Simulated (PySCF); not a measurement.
Input file for PySCF: R-MP2/6-31G* on AsH7OSi (a complex), monomers drawn apart or pushed together.

```python
from pyscf import gto, scf, dft, mp
from pyscf.data.elements import chemcore

mol = gto.M(
    atom='''
    As   -0.37087047   -0.12669010   -0.24454212
    H    -1.82746168   -0.18720242   -0.67450692
    H     0.14982197   -0.50947290   -1.62037825
    H    -0.25696793    1.36491626   -0.51510325
    O     1.01580092   -1.42940850    3.92067061
    Si    0.89290203   -0.17079662    4.97731211
    H     0.75684996   -1.26138220    3.00517511
    H     1.77787677    0.96068890    4.59868423
    H     1.29797309   -0.69425978    6.29757944
    H    -0.49531234    0.35316672    5.05362554
    ''',
    basis='6-31g*',
    cart=True,
    charge=0, spin=0, verbose=3, max_memory=1800)
mf = scf.RHF(mol)
mf.conv_tol = 1e-8
mf.max_cycle = 100
mf.kernel()
if not mf.converged:
    mf = mf.newton().run(mf.mo_coeff, mf.mo_occ)
pt = mp.MP2(mf, frozen=chemcore(mol)).run()
```

It printed:

```
converged SCF energy = -2601.76197789727
E(RMP2) = -2602.28643595915  E_corr = -0.524458061885222
E(SCS-RMP2) = -2602.27118719848  E_corr = -0.509209301212804
```

The calculation finished and met its thresholds.

Cost: about 2.8 core-seconds (a rough figure).
